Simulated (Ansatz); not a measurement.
## Ligand exchange: C2H5Cl + GeH(CH3)2(SiH3) → C2H8Si + GeH(CH3)2Cl

Species: C2H5Cl (chloroethane) `CCCl`, singlet; GeH(CH3)2(SiH3), singlet; C2H8Si `CC[SiH3]`, singlet; GeH(CH3)2Cl, singlet. The partners trade Cl for SiH3: C–Cl and Ge–SiH3 bonds give way to C–SiH3 and Ge–Cl.

Shapes, held fixed at every level: PBE0-D4/def2-TZVP. Programs: Ansatz 0.2.0. Electronic energies: no zero-point or thermal term.

(1) Estimate ΔE of this reaction.

Results:

(1) The highest level, CCSD(T)/def2-TZVPP, gives ΔE = -120.8 kJ/mol; the levels span -137.0 to -114.8. The column of differences is taken from that level and isn't an error. No measured value is set beside it here. Relativity is left out for Ge. Outer-core shells of Ge are correlated in most correlated rows, in sets that cover them unevenly.

```csv
level,kind,ΔE (kJ/mol),less CCSD(T)/def2-TZVPP
HF/def2-TZVPP,Hartree–Fock,-137.0,-16.2
B3LYP-D4/def2-TZVPP,global hybrid,-118.9,+1.9
PBE0-D4/def2-TZVPP,global hybrid,-114.8,+6.0
wB97M-V/def2-TZVPP,range-separated hybrid,-125.4,-4.6
wB97X-V/def2-TZVPP,range-separated hybrid,-121.9,-1.1
MP2/def2-TZVPP,perturbation theory,-128.3,-7.5
CCSD(T)/def2-TZVPP,coupled cluster or CI,-120.8,0.0
```
